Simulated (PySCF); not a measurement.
## Ionisation of 1,2,4-trifluorobenzene

Molecule: 1,2,4-trifluorobenzene, `Fc1ccc(F)c(F)c1` (C6H3F3). Coordinates in Å; atoms count from 1 in this order:
```
F    -2.2078    1.5685    0.2083
C    -1.1351    0.7900    0.1044
C    -1.2949   -0.5882    0.0419
C    -0.1619   -1.3934   -0.0673
C     1.1005   -0.8208   -0.1120
F     2.1877   -1.5745   -0.2165
C     1.2385    0.5673   -0.0467
F     2.4520    1.0956   -0.0887
C     0.1224    1.3844    0.0612
H    -2.2970   -1.0170    0.0788
H    -0.2429   -2.4807   -0.1190
H     0.2356    2.4679    0.1103
```

Energies: ωB97X-D3(BJ)/ma-def2-TZVP (PySCF, density fitting, integration grid level 2) on PBE0-D3(BJ)/def2-SVP structures. Zero-point and thermal terms (298.15 K, 1 bar) come from unscaled PBE0-D3(BJ)/def2-SVP harmonic frequencies, with soft modes damped to free rotors in the entropy.

Frontier levels of the parent: HOMO -9.50 eV, LUMO 1.02 eV.

Oxidation to the radical cation:
```
Vertical ionisation energy (electronic)              : 9.37 eV
Adiabatic ionisation energy (with zero-point energy) : 9.14 eV
Adiabatic, electronic part                           : 9.15 eV
Vertical gap at the product's structure              : 8.77 eV
Inner reorganisation energy (four-point)             : 604 meV
Relaxation of product / of parent                    : 227 / 376 meV
⟨S²⟩ of the product                                  : 0.771
Largest spin populations                             : C5 0.36, C2 0.27, C3 0.19, C7 0.14
Largest changes of atomic charge                     : C5 0.15, C2 0.14, F6 0.12, F1 0.11
Distances that move most (Å)                         : C5–C7 1.396 → 1.451; C2–C3 1.389 → 1.437; C5–F6 1.327 → 1.283; F1–C2 1.330 → 1.287
Potential in acetonitrile                            : 6.83 V absolute, 2.29 V against Fc+/Fc computed at 4.54 V (solvation -14 → -234 kJ/mol)
```

Solvents are IEF-PCM continua (electrostatics only, gas-phase structures); absolute potentials refer to an electron at rest in vacuum. Fc+/Fc in acetonitrile, 4.54 V, is ωB97X-D3(BJ)/ma-def2-TZVP on PBE0-D3(BJ)/def2-SVP structures with GFN2-xTB thermal terms. Benchmark calculations put it near 5.0 V in acetonitrile and DMSO, so it is about 0.5 V low, and the value against it can read up to that much too high.

Measured values (NIST Chemistry WebBook, evaluated or the median of agreeing entries): adiabatic ionisation energy 9.30 eV (computed 9.14, difference -0.17).

Differences come from unrounded values, so a last digit can differ from that of the printed terms.
